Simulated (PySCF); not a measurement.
A PySCF script (with the pyscf-properties extension) for the NMR shieldings of `[SiH2](CCl)[Si@@H]1C=C[SiH2]C1`, C4H11ClSi3, on a GFN2-xTB geometry:

```python
import basis_set_exchange as bse
import numpy as np
from pyscf import gto, dft
from pyscf.prop import nmr

atoms = """
Cl   -1.595234   -0.766424    2.120804
C    -2.445490   -0.719217    0.552237
Si   -2.077867    0.955850   -0.308944
Si    0.194462    1.113179   -0.753239
C     0.805187   -0.454335   -1.620574
C     1.652693   -1.233766   -0.949290
Si    2.179597   -0.669112    0.771352
C     1.326244    1.039439    0.788276
H    -3.500009   -0.873213    0.768240
H    -2.084117   -1.571464   -0.019121
H    -2.645551    1.978449    0.577515
H    -2.941908    0.926371   -1.500658
H     0.503088    2.291322   -1.590335
H     0.461126   -0.727899   -2.611757
H     2.021295   -2.157022   -1.380930
H     1.663619   -1.569511    1.806424
H     3.641696   -0.574413    0.875769
H     0.763845    1.185466    1.707337
H     2.067521    1.835551    0.759434
"""
names = dict.fromkeys(["Cl", "C", "Si", "H"], "pcSseg-1")
basis = {el: gto.basis.parse(bse.get_basis(n, elements=[el], fmt="nwchem")) for el, n in names.items()}
mol = gto.M(atom=atoms, basis=basis, charge=0, verbose=0)
mf = dft.RKS(mol, xc="PBE0")
mf.grids.level = 2
mf.grids.alignment = dft.numint.BLKSIZE   # the property module wants whole blocks of grid points
mf.conv_tol = 1e-9
mf.kernel()

calc = nmr.RKS(mf)   # GIAO
C = mf.mo_coeff
Co = C[:, mf.mo_occ > 0]
resp = mf.gen_response(singlet=True, hermi=2)
def vind(x):   # induced exchange potential for any number of trial vectors
    d = np.einsum("pi,xij,qj->xpq", C, 2 * x.reshape(-1, C.shape[1], Co.shape[1]), Co, optimize=True)
    return np.einsum("xpq,pi,qj->xij", resp(d - d.transpose(0, 2, 1)), C, Co, optimize=True).ravel()
mo1, _ = nmr.rhf.solve_mo1(calc, with_cphf=vind)
sigma = calc.kernel(mo1)
for i, s in enumerate(sigma):   # ppm
    w = np.linalg.eigvalsh((s + s.T) / 2)
    print("%2d %-2s iso %8.1f  s11 %8.1f  s22 %8.1f  s33 %8.1f" % (i, mol.atom_pure_symbol(i), w.mean(), *w))
```

Q: Give the expected output.

A: 
```
 0 Cl iso    906.2  s11    808.3  s22    832.4  s33   1077.8
 1 C  iso    156.5  s11    131.7  s22    140.7  s33    197.2
 2 Si iso    423.6  s11    392.2  s22    418.5  s33    460.0
 3 Si iso    376.0  s11    304.0  s22    383.7  s33    440.2
 4 C  iso     29.0  s11    -81.0  s22      4.7  s33    163.2
 5 C  iso     24.5  s11    -86.8  s22     -6.4  s33    166.7
 6 Si iso    374.8  s11    297.7  s22    385.4  s33    441.3
 7 C  iso    201.8  s11    197.2  s22    200.5  s33    207.8
 8 H  iso     28.5  s11     22.0  s22     27.0  s33     36.4
 9 H  iso     28.7  s11     25.4  s22     26.3  s33     34.5
10 H  iso     27.7  s11     24.4  s22     25.6  s33     33.0
11 H  iso     27.6  s11     23.9  s22     25.0  s33     33.9
12 H  iso     26.7  s11     23.2  s22     24.2  s33     32.7
13 H  iso     24.4  s11     23.0  s22     24.2  s33     26.0
14 H  iso     24.1  s11     22.9  s22     24.1  s33     25.4
15 H  iso     26.8  s11     23.0  s22     26.0  s33     31.3
16 H  iso     26.9  s11     22.9  s22     24.5  s33     33.2
17 H  iso     31.3  s11     25.9  s22     28.8  s33     39.2
18 H  iso     31.6  s11     25.3  s22     27.7  s33     41.8
```

These numbers come from an equivalent density-fitted implementation of the same equations, which agrees with the script to about 0.01 ppm for H and up to a few tenths of a ppm for heavy atoms, so last digits may differ.

Q: Turn these shieldings into chemical shifts. Chemical shifts δ = σref − σ; ³⁵Cl (σ = 949.78 ppm) against HCl; ¹³C (σ = 186.93 ppm), ²⁹Si (σ = 349.16 ppm), ¹H (σ = 31.72 ppm) against TMS, all at this level.

A: Averaging equivalent atoms: Cl 0: 44; C 5: 162.4; C 4: 158.0; C 1: 30.4; C 7: -14.9; Si 6: -25.6; Si 3: -26.8; Si 2: -74.4; H 14: 7.58; H 13: 7.35; H 12: 5.02; H 15: 4.95; H 16: 4.85; H 11: 4.11; H 10: 4.04; H 8: 3.24; H 9: 2.99; H 17: 0.41; H 18: 0.10 ppm. 

Size and cost of the density-fitted run: 219 basis functions, 48 s wall time on 1 thread of an Arm Neoverse V1, shared host; peak memory 0.92 GiB.
